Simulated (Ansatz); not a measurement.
Ansatz (an electronic-structure program) input file for C2H8BClSi, SMILES B(C)([SiH2]Cl)C, PBE0-D3(BJ)/def2-SVP. 

Ansatz 0.2 input:
```yaml
crystal:
  periodic: [false, false, false]
  atoms:
    - {symbol: Si, position_ang: [0.65387370, 0.12936618, -0.80972613]}
    - {symbol: Cl, position_ang: [1.77354465, 0.44882326, 0.88089158]}
    - {symbol: B, position_ang: [-1.18578468, -0.29238129, -0.23547736]}
    - {symbol: C, position_ang: [-2.23217109, 0.86631993, -0.03312236]}
    - {symbol: C, position_ang: [-1.60861636, -1.77750740, 0.06516498]}
    - {symbol: H, position_ang: [1.39057972, -0.91408450, -1.53975522]}
    - {symbol: H, position_ang: [0.84683050, 1.35219684, -1.60484993]}
    - {symbol: H, position_ang: [-1.80510184, 1.73919963, 0.45950380]}
    - {symbol: H, position_ang: [-2.55442146, 1.21831344, -1.01550907]}
    - {symbol: H, position_ang: [-3.13052511, 0.57780741, 0.50954439]}
    - {symbol: H, position_ang: [-2.68377313, -1.94375178, 0.10391265]}
    - {symbol: H, position_ang: [-1.21936854, -2.03694361, 1.05273379]}
    - {symbol: H, position_ang: [-1.17506263, -2.50482819, -0.61944063]}
basis:
  gaussian:
    orbitals: def2-SVP
hamiltonian:
  xc: pbe0
  dispersion: d3bj
relax: {f_tol: 0.002, max_steps: 200}
```

Program output:

```
WARN ansatz: RAYON_NUM_THREADS=1 ignored (pool sized by the plan → 1); use --threads N
Functional definition: PBE0
integrals: 0.08 GiB planned
1277 factors; integrals over basis functions are off by at most 3.1e-4 eV
mean field: 0.55 GiB planned
mean field evaluation 1: about -23255.6319 eV, gradient 5.3e1 eV
mean field evaluation 2: about -23254.3634 eV, gradient 5.6e1 eV
mean field evaluation 4: about -23262.5929 eV, gradient 1.1e0 eV
mean field evaluation 8: about -23262.6148 eV, gradient 2.1e-2 eV
mean field -23262.61483846 eV, -854.8853273467 hartree, gradient 3.2e-5 eV, S^2 0.000000; 0 other end points of the search recorded, 0 dependent functions left out
the calculation of the forces begins
reference -23262.61486783 eV, -854.8853284261 hartree; 28, 28 occupied and 90, 90 virtual orbitals, 1277 factors
relax step   1: F+E_penalty+E_count = -23262.88237026 eV  Δ(F+E_penalty+E_count) = +0.000e0 eV  max|allowed force component| = 1.304e0 eV/Å  Δτ_max = 0.0000 Å  (25 SCF iters, accepted)
these checks for a lower state are left out or cut short: starts, cluster_reference, orbital_swaps, neighbouring_geometries, increment
integrals: 0.08 GiB planned
1277 factors; integrals over basis functions are off by at most 3.6e-4 eV
mean field: 0.55 GiB planned
mean field evaluation 16: about -23262.7013 eV, gradient 8.3e-2 eV
mean field -23262.72121164 eV, -854.8892364890 hartree, gradient 1.6e-5 eV, S^2 0.000000; 0 other end points of the search recorded, 0 dependent functions left out
the calculation of the forces begins
[...]
mean field: 0.55 GiB planned
mean field -23262.79188899 eV, -854.8918338336 hartree, gradient 8.6e-6 eV, S^2 0.000000; 0 other end points of the search recorded, 0 dependent functions left out
the calculation of the forces begins
reference -23262.79191807 eV, -854.8918349023 hartree; 28, 28 occupied and 90, 90 virtual orbitals, 1279 factors
relax step  28: F+E_penalty+E_count = -23263.05910320 eV  Δ(F+E_penalty+E_count) = -3.419e-3 eV  max|allowed force component| = 5.086e-2 eV/Å  Δτ_max = 0.0807 Å  (27 SCF iters, accepted)
these checks for a lower state are left out or cut short: starts, cluster_reference, orbital_swaps, neighbouring_geometries, increment
integrals: 0.08 GiB planned
1278 factors; integrals over basis functions are off by at most 5.2e-4 eV
mean field: 0.55 GiB planned
mean field -23262.79410023 eV, -854.8919150952 hartree, gradient 1.3e-5 eV, S^2 0.000000; 0 other end points of the search recorded, 0 dependent functions left out
the calculation of the forces begins
reference -23262.79412926 eV, -854.8919161622 hartree; 28, 28 occupied and 90, 90 virtual orbitals, 1278 factors
relax step  29: F+E_penalty+E_count = -23263.06124900 eV  Δ(F+E_penalty+E_count) = -2.146e-3 eV  max|allowed force component| = 6.553e-2 eV/Å  Δτ_max = 0.1498 Å  (27 SCF iters, accepted)
these checks for a lower state are left out or cut short: starts, cluster_reference, orbital_swaps, neighbouring_geometries, increment
integrals: 0.08 GiB planned
1278 factors; integrals over basis functions are off by at most 5.3e-4 eV
mean field: 0.55 GiB planned
mean field -23262.79494643 eV, -854.8919461925 hartree, gradient 8.8e-6 eV, S^2 0.000000; 0 other end points of the search recorded, 0 dependent functions left out
the calculation of the forces begins
reference -23262.79497557 eV, -854.8919472634 hartree; 28, 28 occupied and 90, 90 virtual orbitals, 1278 factors
relax step  30: F+E_penalty+E_count = -23263.06211604 eV  Δ(F+E_penalty+E_count) = -8.670e-4 eV  max|allowed force component| = 7.345e-2 eV/Å  Δτ_max = 0.0850 Å  (27 SCF iters, accepted)
these checks for a lower state are left out or cut short: starts, cluster_reference, orbital_swaps, neighbouring_geometries, increment
integrals: 0.08 GiB planned
1278 factors; integrals over basis functions are off by at most 5.3e-4 eV
mean field: 0.55 GiB planned
mean field -23262.79554866 eV, -854.8919683241 hartree, gradient 7.9e-6 eV, S^2 0.000000; 0 other end points of the search recorded, 0 dependent functions left out
the calculation of the forces begins
reference -23262.79557785 eV, -854.8919693966 hartree; 28, 28 occupied and 90, 90 virtual orbitals, 1278 factors
relax step  31: F+E_penalty+E_count = -23263.06266891 eV  Δ(F+E_penalty+E_count) = -5.529e-4 eV  max|allowed force component| = 5.870e-2 eV/Å  Δτ_max = 0.0359 Å  (28 SCF iters, accepted)
these checks for a lower state are left out or cut short: starts, cluster_reference, orbital_swaps, neighbouring_geometries, increment
integrals: 0.08 GiB planned
1278 factors; integrals over basis functions are off by at most 5.3e-4 eV
mean field: 0.55 GiB planned
mean field evaluation 224: about -23262.7945 eV, gradient 5.2e-1 eV
mean field -23262.79572865 eV, -854.8919749385 hartree, gradient 2.5e-5 eV, S^2 0.000000; 0 other end points of the search recorded, 0 dependent functions left out
the calculation of the forces begins
reference -23262.79575784 eV, -854.8919760113 hartree; 28, 28 occupied and 90, 90 virtual orbitals, 1278 factors
relax step  32: F+E_penalty+E_count = -23263.06297679 eV  Δ(F+E_penalty+E_count) = -3.079e-4 eV  max|allowed force component| = 1.601e-2 eV/Å  Δτ_max = 0.0180 Å  (23 SCF iters, accepted)
these checks for a lower state are left out or cut short: starts, cluster_reference, orbital_swaps, neighbouring_geometries, increment
integrals: 0.08 GiB planned
1278 factors; integrals over basis functions are off by at most 5.3e-4 eV
mean field: 0.55 GiB planned
mean field -23262.79576546 eV, -854.8919762915 hartree, gradient 2.4e-5 eV, S^2 0.000000; 0 other end points of the search recorded, 0 dependent functions left out
the calculation of the forces begins
reference -23262.79579467 eV, -854.8919773648 hartree; 28, 28 occupied and 90, 90 virtual orbitals, 1278 factors
relax step  33: F+E_penalty+E_count = -23263.06305457 eV  Δ(F+E_penalty+E_count) = -7.778e-5 eV  max|allowed force component| = 8.543e-3 eV/Å  Δτ_max = 0.0193 Å  (22 SCF iters, accepted)
these checks for a lower state are left out or cut short: starts, cluster_reference, orbital_swaps, neighbouring_geometries, increment
integrals: 0.08 GiB planned
1278 factors; integrals over basis functions are off by at most 5.3e-4 eV
mean field: 0.55 GiB planned
mean field -23262.79579642 eV, -854.8919774292 hartree, gradient 9.7e-6 eV, S^2 0.000000; 0 other end points of the search recorded, 0 dependent functions left out
the calculation of the forces begins
reference -23262.79582565 eV, -854.8919785032 hartree; 28, 28 occupied and 90, 90 virtual orbitals, 1278 factors
relax step  34: F+E_penalty+E_count = -23263.06308241 eV  Δ(F+E_penalty+E_count) = -2.784e-5 eV  max|allowed force component| = 5.440e-3 eV/Å  Δτ_max = 0.0219 Å  (24 SCF iters, accepted)
these checks for a lower state are left out or cut short: starts, cluster_reference, orbital_swaps, neighbouring_geometries, increment
integrals: 0.08 GiB planned
1278 factors; integrals over basis functions are off by at most 5.3e-4 eV
mean field: 0.55 GiB planned
mean field -23262.79580628 eV, -854.8919777915 hartree, gradient 3.3e-5 eV, S^2 0.000000; 0 other end points of the search recorded, 0 dependent functions left out
the calculation of the forces begins
reference -23262.79583551 eV, -854.8919788656 hartree; 28, 28 occupied and 90, 90 virtual orbitals, 1278 factors
relax step  35: F+E_penalty+E_count = -23263.06309014 eV  Δ(F+E_penalty+E_count) = -7.724e-6 eV  max|allowed force component| = 4.228e-3 eV/Å  Δτ_max = 0.0025 Å  (19 SCF iters, accepted)
these checks for a lower state are left out or cut short: starts, cluster_reference, orbital_swaps, neighbouring_geometries, increment
integrals: 0.08 GiB planned
1278 factors; integrals over basis functions are off by at most 5.3e-4 eV
mean field: 0.55 GiB planned
mean field -23262.79579525 eV, -854.8919773861 hartree, gradient 4.2e-5 eV, S^2 0.000000; 0 other end points of the search recorded, 0 dependent functions left out
the calculation of the forces begins
reference -23262.79582447 eV, -854.8919784601 hartree; 28, 28 occupied and 90, 90 virtual orbitals, 1278 factors
relax step  36: F+E_penalty+E_count = -23263.06309535 eV  Δ(F+E_penalty+E_count) = -5.209e-6 eV  max|allowed force component| = 2.717e-3 eV/Å  Δτ_max = 0.0031 Å  (20 SCF iters, accepted)
these checks for a lower state are left out or cut short: starts, cluster_reference, orbital_swaps, neighbouring_geometries, increment
integrals: 0.08 GiB planned
1278 factors; integrals over basis functions are off by at most 5.3e-4 eV
mean field: 0.55 GiB planned
mean field -23262.79580726 eV, -854.8919778274 hartree, gradient 3.2e-5 eV, S^2 0.000000; 0 other end points of the search recorded, 0 dependent functions left out
the calculation of the forces begins
reference -23262.79583648 eV, -854.8919789014 hartree; 28, 28 occupied and 90, 90 virtual orbitals, 1278 factors
relax step  37: F+E_penalty+E_count = -23263.06309783 eV  Δ(F+E_penalty+E_count) = -2.489e-6 eV  max|allowed force component| = 2.600e-3 eV/Å  Δτ_max = 0.0025 Å  (20 SCF iters, accepted)
these checks for a lower state are left out or cut short: starts, cluster_reference, orbital_swaps, neighbouring_geometries, increment
integrals: 0.08 GiB planned
1278 factors; integrals over basis functions are off by at most 5.3e-4 eV
mean field: 0.55 GiB planned
mean field evaluation 256: about -23262.7958 eV, gradient 2.0e-5 eV
mean field -23262.79581265 eV, -854.8919780257 hartree, gradient 2.0e-5 eV, S^2 0.000000; 0 other end points of the search recorded, 0 dependent functions left out
the calculation of the forces begins
reference -23262.79584188 eV, -854.8919790997 hartree; 28, 28 occupied and 90, 90 virtual orbitals, 1278 factors
relax step  38: F+E_penalty+E_count = -23263.06309909 eV  Δ(F+E_penalty+E_count) = -1.254e-6 eV  max|allowed force component| = 2.228e-3 eV/Å  Δτ_max = 0.0015 Å  (18 SCF iters, accepted)
these checks for a lower state are left out or cut short: starts, cluster_reference, orbital_swaps, neighbouring_geometries, increment
integrals: 0.08 GiB planned
1278 factors; integrals over basis functions are off by at most 5.3e-4 eV
mean field: 0.55 GiB planned
mean field -23262.79581876 eV, -854.8919782502 hartree, gradient 3.2e-5 eV, S^2 0.000000; 0 other end points of the search recorded, 0 dependent functions left out
the calculation of the forces begins
reference -23262.79584799 eV, -854.8919793241 hartree; 28, 28 occupied and 90, 90 virtual orbitals, 1278 factors
relax step  39: F+E_penalty+E_count = -23263.06309991 eV  Δ(F+E_penalty+E_count) = -8.193e-7 eV  max|allowed force component| = 1.483e-3 eV/Å  Δτ_max = 0.0018 Å  (18 SCF iters, accepted)
integrals: 0.08 GiB planned
1278 factors; integrals over basis functions are off by at most 5.3e-4 eV
mean field: 0.55 GiB planned
mean field -23262.79581876 eV, -854.8919782502 hartree, gradient 3.2e-5 eV, S^2 0.000000; 1 other end points of the search recorded, 0 dependent functions left out
the calculation of the forces begins
reference -23262.79584799 eV, -854.8919793241 hartree; 28, 28 occupied and 90, 90 virtual orbitals, 1278 factors
Total energy: -23263.06312913 eV, -854.9018017250 hartree
Atom 0 at     0.720182     0.079416    -0.717468 Å, force     0.000071     0.000377    -0.000153 eV/Å
Atom 1 at     1.339733     1.951935    -0.023386 Å, force     0.000073    -0.000329    -0.000241 eV/Å
Atom 2 at    -1.191488    -0.318605    -0.164009 Å, force    -0.001483     0.000133    -0.000088 eV/Å
Atom 3 at    -2.073148     0.817219     0.439178 Å, force     0.000267    -0.000140    -0.001296 eV/Å
Atom 4 at    -1.740274    -1.768283    -0.381936 Å, force     0.000846     0.000285     0.000061 eV/Å
Atom 5 at     1.693765    -0.930563    -0.195037 Å, force     0.000043     0.000097    -0.000225 eV/Å
Atom 6 at     0.860006     0.093337    -2.208966 Å, force    -0.000175    -0.000060     0.001041 eV/Å
Atom 7 at    -1.515218     1.575362     1.008853 Å, force    -0.000196    -0.000277    -0.000223 eV/Å
Atom 8 at    -2.463659     1.352121    -0.452901 Å, force     0.000450    -0.000216     0.001112 eV/Å
Atom 9 at    -2.951488     0.470242     1.005285 Å, force     0.000388    -0.000015    -0.000103 eV/Å
Atom 10 at    -2.832623    -1.811681    -0.518976 Å, force    -0.000116    -0.000005     0.000042 eV/Å
Atom 11 at    -1.533895    -2.279905     0.581512 Å, force    -0.000054     0.000131    -0.000169 eV/Å
Atom 12 at    -1.241889    -2.368067    -1.158278 Å, force    -0.000113     0.000018     0.000243 eV/Å
Dipole moment:    -0.406613    -0.347008    -0.012054 e Å
```

Self-consistency was reached.
